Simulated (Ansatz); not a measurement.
One change: `[BH]1[NH][SnH2]1` becomes `B1N[SiH2]1`.

Ansatz, PBE0-D4/def2-TZVP geometries, multiplicity 1. 

Elements past krypton have def2 core potentials.

```json
{"property": "zero-point energy (PBE0-D4/def2-TZVP) / kJ/mol", "`[BH]1[NH][SnH2]1`": "104.2"}
{"property": "LUMO energy (PBE/def2-TZVPP) / eV", "`[BH]1[NH][SnH2]1`": "-2.02"}
{"property": "size of the dipole moment (PBE/def2-TZVPP) / D", "`[BH]1[NH][SnH2]1`": "0.71"}
{"property": "ideal-gas entropy at 298 K and 1 bar (rigid rotor, harmonic PBE0-D4/def2-TZVP) / J/(mol·K)", "`[BH]1[NH][SnH2]1`": "298"}
{"property": "HOMO energy (B3LYP/def2-TZVPP) / eV", "`[BH]1[NH][SnH2]1`": "-6.42"}
{"property": "HOMO energy (ωB97M-V/def2-TZVPP) / eV", "`[BH]1[NH][SnH2]1`": "-8.55"}
```

Problem. What does the change do to each property? (Best estimate.)

Solution. Ansatz gave: 
```
                                                                                  property  `B1N[SiH2]1`  shift
                                            zero-point energy (PBE0-D4/def2-TZVP) / kJ/mol         117.5   13.3
                                                         LUMO energy (PBE/def2-TZVPP) / eV         -1.32   0.70
                                            size of the dipole moment (PBE/def2-TZVPP) / D          1.33   0.62
ideal-gas entropy at 298 K and 1 bar (rigid rotor, harmonic PBE0-D4/def2-TZVP) / J/(mol·K)           267    -31
                                                       HOMO energy (B3LYP/def2-TZVPP) / eV         -6.87  -0.45
                                                     HOMO energy (ωB97M-V/def2-TZVPP) / eV         -9.15  -0.60
```

With PBE0 the HOMO falls by 0.49 eV and the LUMO rises by 0.95 eV, so the gap widens by about 1.44 eV. PBE moves the HOMO by -0.34 eV and ωB97M-V by -0.60 eV. Dipoles are sizes alone; their direction can turn.

B3LYP here is the variant with VWN-RPA as its local correlation; programs differ in this.
